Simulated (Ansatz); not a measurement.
One change: `BC(F)F` becomes `B[CH](F)[GeH3]`.

Ansatz, PBE0-D4/def2-TZVP geometries, multiplicity 1. 

Scalar relativity is left out up to krypton.

| property | `BC(F)F` |
| --- | --- |
| LUMO energy (PBE0/def2-TZVPP) / eV | -2.43 |
| HOMO energy (ωB97M-V/def2-TZVPP) / eV | -11.46 |
| LUMO energy (B3LYP/def2-TZVPP) / eV | -2.70 |
| HOMO energy (PBE/def2-TZVPP) / eV | -7.38 |
| HOMO energy (B3LYP/def2-TZVPP) / eV | -8.86 |
| HOMO–LUMO gap (PBE0/def2-TZVPP) / eV | 6.63 |

Task: Give the same properties after the change, and the shifts. (Estimate.)

Result: The calculation gave: 
| property | `B[CH](F)[GeH3]` | shift |
| --- | --- | --- |
| LUMO energy (PBE0/def2-TZVPP) / eV | -1.19 | 1.24 |
| HOMO energy (ωB97M-V/def2-TZVPP) / eV | -10.35 | 1.11 |
| LUMO energy (B3LYP/def2-TZVPP) / eV | -1.41 | 1.29 |
| HOMO energy (PBE/def2-TZVPP) / eV | -6.85 | 0.53 |
| HOMO energy (B3LYP/def2-TZVPP) / eV | -7.94 | 0.92 |
| HOMO–LUMO gap (PBE0/def2-TZVPP) / eV | 6.96 | 0.33 |

With PBE0 the HOMO rises by 0.91 eV and the LUMO rises by 1.24 eV, so the gap widens by about 0.33 eV. PBE moves the HOMO by 0.53 eV and ωB97M-V by 1.11 eV.

B3LYP here is the variant with VWN-RPA as its local correlation; programs differ in this.
